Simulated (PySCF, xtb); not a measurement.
Al(F)(Cl)(OEt) (C₂H₅AlClFO), SMILES CC[O][Al]([F])[Cl]. Other conformers were not sampled.

Harmonic wavenumbers (cm⁻¹) from GFN2-xTB run with xtb 6.7.1 at its own minimum, in rising order: 30, 53, 128, 129, 189, 226, 282, 437, 475, 703, 791, 834, 984, 1094, 1144, 1197, 1249, 1329, 1397, 1468, 1475, 1486, 2906, 2922, 3032, 3035, 3045.

**Question.** What does PySCF with B3LYP-D3(BJ)/def2-SVP give at its own minimum? (The exact figures need the calculation; the answer reports its results.)

**Answer.** 27, 67, 81, 175, 234, 255, 298, 453, 491, 740, 811, 890, 955, 1103, 1173, 1221, 1305, 1382, 1414, 1460, 1475, 1505, 3006, 3024, 3054, 3111, 3115. Paired by order, the mean absolute difference is 35 cm⁻¹ and the zero-point energies are 45.8 and 46.9 kcal/mol.
